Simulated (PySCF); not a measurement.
# Reading the logs of faulty runs: BCH5OSi

All numbers below are calculated, not measured. They come from PySCF 2.14.0, an open-source quantum chemistry program, on an isolated molecule that a program drew, which may never have been made. The molecule is BCH5OSi (charge 0, singlet), drawn as the SMILES string `OC=B[SiH3]`.

Each row is a Hartree-Fock (HF) and frozen-core CCSD(T) single point in the cc-pV(D+d)Z basis, meant for a local HF minimum. Run 1 is clean. Each other run has one planted mistake out of seven kinds, and not every kind appears here: one electron removed, one electron added, multiplicity raised by two, geometry at a saddle point, minimal basis STO-3G, one bond length entered in bohr, all coordinates scaled. The reference is restricted for singlets and unrestricted otherwise, and also for a bond in bohr. Adding or removing an electron swaps singlet and doublet. Electrons count all cores. HOMO and LUMO are orbital energies over both spins, the gradient is its largest component, and the lowest frequency (negative if imaginary) is given only where the gradient is small. Bond lengths are over the 8 bonds as drawn. T1 is the CCSD diagnostic: over 0.02 (restricted) or 0.045 (unrestricted) a single reference is doubtful.

Geometry of the clean run:
```xyz
9
BCH5OSi, angstrom
O    -2.2827   -0.1589    0.0974
C    -1.0415   -0.3439   -0.4175
B     0.2583   -0.0102   -0.0099
Si    2.1886    0.3491    0.3506
H    -2.2318    0.3044    0.9195
H    -1.0863   -0.8767   -1.3669
H     2.9346   -0.2281   -0.7937
H     2.4767    1.7991    0.4381
H     2.6479   -0.2916    1.6043
```

```
run,electrons,basis functions,<S^2>,HOMO (eV),LUMO (eV),gradient (hartree/bohr),lowest frequency (cm^-1),mean bond (Å),longest bond (Å),T1,HF (hartree),CCSD(T) (hartree),mistake
1,38,90,0.000,-8.14,1.41,1.3e-05,56,1.4043,1.996,0.0142,-429.17729,-429.73448,no fault
2,37,90,0.758,-16.68,-5.91,1.2e-01,-,1.4043,1.996,0.0235,-428.92169,-429.44656,one electron removed
3,38,90,0.000,-8.21,1.70,1.4e-01,-,1.2836,1.825,0.0130,-429.09460,-429.63706,all coordinates scaled
4,39,90,0.953,-0.71,8.47,5.2e-02,-,1.4043,1.996,0.0325,-429.16314,-429.73512,?
5,38,90,2.021,-7.47,0.98,7.8e-02,-,1.4043,1.996,0.0210,-429.15377,-429.68845,?
```

**Which mistake was planted in run 4, and what did it cost?**

It counts 39 electrons, one more than the clean run, at the same geometry and basis. So the mistake is: one electron added. Subtracting run 1 and multiplying by 627.51 kcal/mol a hartree, the energy moved by 8.9 kcal/mol in HF and -0.4 kcal/mol in CCSD(T).

**Which mistake was planted in run 5, and what did it cost?**

Electrons, basis and geometry are unchanged, and <S^2> is 2.021, beside S(S+1) = 2.00 for a multiplicity of 3. So the mistake is: multiplicity raised by two. Subtracting run 1 and multiplying by 627.51 kcal/mol a hartree, the energy moved by 14.8 kcal/mol in HF and 28.9 kcal/mol in CCSD(T).

